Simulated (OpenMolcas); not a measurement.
**Pd2+: effect of the metal basis**

Pd2+ with its 6 nearest fluoride ions at 2.221 Å, on the Na site of NaF (a = 4.634 Å, distance in the model lattice 2.317 Å). The rest of the host is ab initio model potentials to 7.6 Å and point charges beyond; the distance is set by hand and nothing relaxes, and no local charge compensation is placed.

```
Program             : OpenMolcas 26.06
Method              : SS-CASPT2, IPEA 0.25 Eh, imaginary shift 0.1 Eh (closed shells correlated: 4s 4p and the ligand valence shells)
Spin-orbit coupling : state interaction with AMFI integrals over the reference wave functions
```

Fixed: ligand basis ANO-RCC-VDZP, active space 8 electrons in 5 orbitals (4d), DKH2 Hamiltonian.

States (labels of O, the rotations of Oh). Energies in cm-1 above the lowest state or level, χT in cm3 K/mol.

| Run | Metal basis | Ground state | First state of that spin | First gap with spin-orbit (degeneracies) | χT at 300 K | First state of another spin | Cost |
| --- | --- | --- | --- | --- | --- | --- | --- |
| A | ANO-RCC-VDZP | 3A2 | 3T2 13470 | 8810 (3, 2) | 1.413 | 1E 9290 | roughly 70 core-seconds |
| B | ANO-RCC-VTZP | 3A2 | 3T2 13220 | 8330 (3, 2) | 1.412 | 1E 8760 | roughly 2.4 core-minutes |

Against A, the first state of the same spin changes by -1.9 % in B.

Costs are those of the CASPT2 steps.

Roots that are degenerate in the reference are averaged as groups; the widest CASPT2 spread within a group is 440 cm-1 (the 3-fold group of multiplicity 3 near 20400 cm-1 above the lowest state of its run, A). Shifts and gaps below about the spread of the groups concerned are not significant. Over all roots computed the reference weight is 0.72 to 0.73 in A, 0.71 to 0.72 in B; a low but even weight reflects the number of correlated electrons. Real 4d8 and 5d8 ions are as a rule square planar and diamagnetic. Ligand-to-metal charge-transfer states are missing. With no ligand orbital active B as a rule stays too high, so bands that hang on it stand too high and its fall with covalency is understated. With one d shell and no ligand orbital active, 10Dq can be off by a tenth or more. No measured value stands beside these numbers; the geometry was set by hand and not optimised.
